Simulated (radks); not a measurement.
All-electron atom: the neodymium ion Nd3+ in [Xe] 4f3 (the NIST ground configuration).

Method: scalar-relativistic Kohn-Sham, BLYP, spin-unpolarised, spherical densities, point nucleus; computed with a radial shooting solver on a logarithmic mesh with Libxc functionals.

Energy parts (eV):
| part | energy |
|---|---|
| total | -261863.98 |
| kinetic | 278739.08 |
| electron-nucleus | -634281.20 |
| Hartree | 99717.58 |
| exchange-correlation | -6039.44 |

Orbitals (lengths in bohr, moments of r in powers of bohr; r(max) is where P^2 peaks; r(90%) holds 90 % of the orbital's charge):
orbital,occ.,eigenvalue (eV),r(90%),r(max)
1s,2,-43439.37,0.0426,0.01510
2s,2,-7051.743,0.156,0.08549
2p,6,-6307.115,0.145,0.06892
3s,2,-1554.326,0.391,0.2438
3p,6,-1319.558,0.396,0.2387
3d,10,-993.8077,0.377,0.1960
4s,2,-333.4750,0.871,0.5646
4p,6,-256.4347,0.933,0.5891
4d,10,-146.9094,1.06,0.6170
5s,2,-67.2518,2.06,1.302
5p,6,-47.8372,2.39,1.462
4f,3,-30.6032,1.66,0.6498

The highest occupied level is 4f at -30.603 eV. For comparison, the ionisation energy in NIST's Atomic Spectra Database is 40.60 eV (semi-empirical). In exact Kohn-Sham theory the highest level is minus the ionisation energy, but local and semilocal functionals leave it too shallow, through self-interaction and a potential that decays too fast; potentials with the right tail come closer. The density falls to 0.001 e/bohr^3 at r = 3.40 bohr.

Beside tabulated values, note that spin-unpolarised runs miss the spin-polarisation part of the exchange energy of open shells.
